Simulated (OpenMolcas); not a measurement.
An OpenMolcas run meant for Cs I (ANO-R1, X2C; inactive shells 1s 2s 2p 3s 3p 3d 4s 4p 4d 5s 5p; intended active space 1 electron in 4 orbitals (6s 6p)). One step of its input:

```
&CASPT2
Multistate=1 1
Frozen=14 9
IPEA=1.5
Imaginary=0.1
MaxIter=60
WThr=0.0 0.3 0.05
PrWF=0.5
NoMix
```

The run finished. Its levels beside those of a sound run (SS-CASPT2, IPEA 0.25 Eh, imaginary shift 0.1 Eh (closed shells correlated: 5s 5p)), in cm-1 above each run's lowest level:

```json
{"Level": "6s 2S 1/2", "This run": "0.0", "Usual run": "0.0"}
{"Level": "6p 2P* 1/2", "This run": "17671", "Usual run": "17835"}
{"Level": "6p 2P* 3/2", "This run": "18754", "Usual run": "18917"}
```

Question: Which setting is unsound, and how much does it matter here?

Answer: The IPEA shift is far above its usual 0.25 hartree. Against the sound run the excited levels shown move by 160 cm-1 on average and by 160 cm-1 at most.

ANO sets are built for ground and valence states and can reach diffuse excited orbitals poorly. With one active electron, CASPT2 adds the correlation within the correlated inactive shells and between them and that electron, and leaves the splitting within a term as the reference gives it. The ANO-R sets hold no well-fitted valence p shell for this element, so s → p excitations can come out far too high. Levels of configurations outside the active space are missing.

* marks odd parity.
